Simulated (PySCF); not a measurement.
# What builds the second ionisation energy along the third row

All values are computed (PySCF 2.14, energy differences of UHF-based or UKS calculations, no spin-orbit coupling). Each column adds one step, in eV (sums use unrounded values): valence MP2, valence CCSD, valence triples, then the next inner shell at CCSD(T) (Al 2s 2p, Si 2s 2p, P 2s 2p, S 2s 2p, Cl 2s 2p, Ar 2s 2p). References (NIST) marked * lie between the lowest fine-structure levels; the others compare directly ((s) semi-empirical, (t) theoretical).

```tsv
element	UHF	+ MP2	+ CCSD	+ (T)	+ inner shell	sum	reference
Al [Ne] 3s2 → [Ne] 3s1 (def2-QZVPPD, non-relativistic)	17.521	0.800	0.298	0.000	0.139	18.757	18.829
P [Ne] 3s2 3p2 → [Ne] 3s2 3p1 (def2-QZVPPD, non-relativistic)	19.169	0.487	0.026	0.041	0.003	19.725	19.769 (s) *
S [Ne] 3s2 3p3 → [Ne] 3s2 3p2 (def2-QZVPPD, non-relativistic)	22.723	0.662	-0.079	0.047	0.005	23.359	23.338 *
Cl [Ne] 3s2 3p4 → [Ne] 3s2 3p3 (def2-QZVPPD, non-relativistic)	22.593	0.891	0.121	0.036	0.015	23.657	23.771
Ar [Ne] 3s2 3p5 → [Ne] 3s2 3p4 (def2-QZVPPD, non-relativistic)	26.369	1.112	-0.017	0.043	0.013	27.521	27.630 *
```

Estimate the missing row, Si [Ne] 3s2 3p1 → [Ne] 3s2 (def2-QZVPPD, non-relativistic).

The calculation gives UHF 15.846; + MP2 0.293; + CCSD 0.102; + (T) 0.033; + inner shell -0.004; sum 16.269. The reference value is 16.322.

What remains against the references is mostly basis incompleteness and, for starred values, spin-orbit coupling.

These are valence bases, so the inner-shell step is incomplete.
